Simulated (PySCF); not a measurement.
# ScS₂⁻: bending curve

All numbers come from PBE0 in PySCF with Sc def2-TZVPD, S def2-TZVPD; no relativity; density-fitted integrals.

Rigid scan from the singlet minimum (Sc–S 2.260 Å (×2); S–Sc–S 150.2°). Coordinate: the S–Sc–S angle, bonds fixed. Energies in kJ/mol from the minimum.

```json
{"bond angle (°)": "80", "E (kJ/mol)": "157.3", "dipole size (D, about the centre of mass)": "7.34"}
{"bond angle (°)": "90", "E (kJ/mol)": "98.6", "dipole size (D, about the centre of mass)": "7.68"}
{"bond angle (°)": "100", "E (kJ/mol)": "58.7", "dipole size (D, about the centre of mass)": "7.63"}
{"bond angle (°)": "110", "E (kJ/mol)": "32.1", "dipole size (D, about the centre of mass)": "7.35"}
{"bond angle (°)": "120", "E (kJ/mol)": "15.3", "dipole size (D, about the centre of mass)": "6.85"}
{"bond angle (°)": "130", "E (kJ/mol)": "5.7", "dipole size (D, about the centre of mass)": "6.14"}
{"bond angle (°)": "140", "E (kJ/mol)": "1.1", "dipole size (D, about the centre of mass)": "5.21"}
{"bond angle (°)": "150", "E (kJ/mol)": "0.0", "dipole size (D, about the centre of mass)": "4.09"}
{"bond angle (°)": "160", "E (kJ/mol)": "0.7", "dipole size (D, about the centre of mass)": "2.82"}
{"bond angle (°)": "170", "E (kJ/mol)": "1.9", "dipole size (D, about the centre of mass)": "1.44"}
{"bond angle (°)": "180", "E (kJ/mol)": "2.4", "dipole size (D, about the centre of mass)": "0.00"}
```

With the bonds held, the linear shape lies 2.4 kJ/mol from the minimum.

The scan took roughly 90 core-seconds on a shared host.
